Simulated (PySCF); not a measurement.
Species: C6H6FOS (doublet state).
Z-matrix (Å and degrees, GFN2-xTB geometry), rows numbered from 1:
```
C 
C   1  1.3290
C   2  1.4502  1  125.16
C   3  1.3357  2  123.73  1   178.87
S   4  1.8033  3  115.14  2  -177.15
O   5  1.4607  4  109.68  3  -126.22
C   5  1.7933  4   87.00  3   -14.27
F   7  1.3464  5  116.99  4   161.12
C   7  1.4859  5  113.06  4    20.57
H   1  1.0766  2  122.73  3    -0.02
H   1  1.0759  2  121.21  3   179.90
H   2  1.0816  1  119.95  3   179.67
H   4  1.0750  3  126.01  2    -1.27
H   9  1.0960  3  110.93  2   -47.62
H   9  1.0987  3  111.37  2    71.03
```

The hyperfine couplings belong to this conformer and change with its torsions.

Identity: `C=CC1=C[S@@](=O)[C](F)C1` [radical].

Theory: PySCF, UKS B3LYP, pcH-1 on C F H O S, non-relativistic, mean-field spin-orbit, GIAO. One conformer (not necessarily the lowest) at the GFN2-xTB geometry, without solvent, vibrations or thermal averaging. The geometry wasn't refined by DFT: couplings that depend on bond lengths, twists or pyramidal angles can differ widely from those at the functional's own minimum. Stability of the SCF solution: not tested.

(1) Where do the isotropic ENDOR lines of F8, H14 and H15 fall at 1214.4 mT, to first order?

(2) Which pairs are centred on the nuclear Larmor frequency, and which on half the coupling?

(3) At what field would the lower line of F8 fall to zero frequency?

Results:

(1) ν± = |νn ± a/2|, one line for each electron-spin manifold; νn = |g_N| × 7.62259 MHz/T × B.

```tsv
nuclei	isotope	g_N	νn (MHz)	a_iso (MHz)	lower line (MHz)	upper line (MHz)
F8	19F	5.2577	48.67	187.59	45.13	142.47
H14	1H	5.5857	51.71	84.44	9.49	93.93
H15	1H	5.5857	51.71	82.69	10.36	93.05
```

(2) Centred on νn, since |a| < 2νn: H14 and H15. Centred on |a|/2 and split by 2νn: F8.

(3) Where νn = |a|/2, that is B = 93.80 MHz/(5.2577 × 7.62259 MHz/T) = 2340 mT, as far as first order holds there.

The Mulliken spin populations are largest on C7 (+0.84) and F8 (+0.07). C7 is the only atom above +0.15. The angles at C7 add up to 347.1°, so it is slightly pyramidal.
